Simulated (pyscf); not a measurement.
[O=Si–OH]• → [O–SiH=O]•, a hydrogen shift (doublet surface; H–O broken, H–Si formed). Structures and frequencies: ωB97X-D3(BJ)/def2-SVP in PySCF. MP2 and CC: frozen core, UHF for open shells. ΔMP2 is the change of the MP2 total energy from the triple- to the quadruple-zeta basis. Energies in kJ/mol from the reactant's lowest minimum found.

AM1 to PM7: differences of heats of formation from MOPAC, which are fitted to 298 K values and so differ in kind from electronic energies by zero-point and thermal terms. Open shells are spin-unrestricted. 

Q: In single points PM3 puts the saddle at 240.2 kJ/mol and the reaction energy at +153.3 kJ/mol. Should these be trusted to within a few kcal/mol? Compare with CCSD(T)/def2-TZVPP + ΔMP2(QZVPP).

A: CCSD(T)/def2-TZVPP + ΔMP2(QZVPP) gives ΔE‡ = 204.8 kJ/mol and ΔE = +154.9 kJ/mol. PM3 lies 35.4 kJ/mol over it in the barrier and 1.6 kJ/mol under it in the reaction energy, so on this step it does not hold to within 12.6 kJ/mol. CCSD(T)/def2-TZVPP + ΔMP2(QZVPP) has limits of its own. One saddle was located; it need not be the lowest between these sides. The CCSD(T) − MP2 part came from Ansatz, without density fitting, on the same reference.
